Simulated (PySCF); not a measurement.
Stretching DyO

Set-up: PySCF, spin-free X2C with a Gaussian nucleus, basis sets Dy x2c-TZVPall, O x2c-TZVPall. Energies in eV from Dy (4f10 6s2) + O in their ground configurations at the same level. State: septet, about 9.1 electrons in the 4f shell (Mulliken), real f orbitals that mix terms.

All columns are PBE0. A positive dipole means Dy(−)O(+).

```
R (Å)  E (eV)  μ (D)  Mulliken charge on Dy (basis-dependent)  HOMO (eV)  LUMO (eV)  Mayer bond order   ⟨S²⟩
1.539  -4.268  -2.11                                     0.46      -4.09      -1.82              2.27  12.01
1.611  -5.238  -2.91                                     0.52      -4.25      -1.96              2.23  12.01
1.683  -5.792  -3.65                                     0.58      -4.42      -2.09              2.19  12.01
1.736  -5.994  -4.16                                     0.61      -4.53      -2.18              2.16  12.01
1.790  -6.050  -4.64                                     0.64      -4.65      -2.28              2.13  12.01
1.844  -5.990  -5.09                                     0.67      -4.75      -2.37              2.10  12.01
1.915  -5.771  -5.65                                     0.69      -4.88      -2.48              2.08  12.02
2.005  -5.341  -6.28                                     0.70      -5.03      -2.63              2.06  12.02
2.112  -4.686  -6.94                                     0.70      -5.18      -2.78              2.05  12.03
2.255  -3.726  -7.60                                     0.68      -5.32      -2.94              2.04  12.08
```

A fit through these points gives, at Re = 1.787 Å, μ = -4.62 D and dμ/dR = -8.71 D/Å; the reduced mass is 14.57 u.

How strong is the fundamental in the double-harmonic approximation, I = 42.26·(dμ/dR)²/μred km/mol?

I = 42.26·(-8.71)²/14.57 = 220 km/mol at PBE0.

These are scalar-relativistic numbers at best; spin–orbit coupling would shift them, the dissociation energy most. With d or f electrons several states lie close, and the lowest PBE0 determinant need not be the measured ground state.
